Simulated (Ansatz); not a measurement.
# Ligand exchange: C3H8 + SiH(CH3)(SiH3)F → C3H10Si + SiH2(CH3)F

Species: C3H8 (propane) `CCC`, singlet; SiH(CH3)(SiH3)F, singlet; C3H10Si `CC(C)[SiH3]`, singlet; SiH2(CH3)F, singlet. The partners trade H for SiH3: C–H and Si–SiH3 bonds give way to C–SiH3 and Si–H.

Shapes, held fixed at every level: PBE0-D4/def2-TZVP. Programs: Ansatz 0.2.0. The zero-point and thermal change to 298 K, harmonic and unscaled (PBE0-D4/def2-TZVP), is -6.8 kJ/mol.

```tsv
level	kind	ΔH(298 K) (kJ/mol)	less CCSD(T)/CBS estimate
HF/def2-SVP	Hartree–Fock	-0.8	+1.7
BHLYP-D4/def2-TZVPP	global hybrid	-0.4	+2.1
PBE0-D4/def2-TZVPP	global hybrid	+8.3	+10.8
wB97M-V/def2-TZVPP	range-separated hybrid	-5.6	-3.1
wB97X-V/def2-TZVPP	range-separated hybrid	+1.0	+3.5
MP2/def2-SVP	perturbation theory	-9.2	-6.7
CCSD/def2-TZVPP	coupled cluster or CI	-2.5	0.0
CCSD(T)/CBS estimate	coupled cluster or CI	-2.5	0.0
```

The highest level, CCSD(T)/CBS estimate, gives ΔH(298 K) = -2.5 kJ/mol; the levels span -9.2 to +8.3. That is about zero within the method's error. They disagree on the sign: 2 of 8 are positive. The column of differences is taken from that level and isn't an error. No measured value is set beside it here. The CBS estimate extrapolates MP2 from def2-TZVPP and def2-QZVPP and adds CCSD(T) − MP2 in the triple-zeta set, cores frozen.
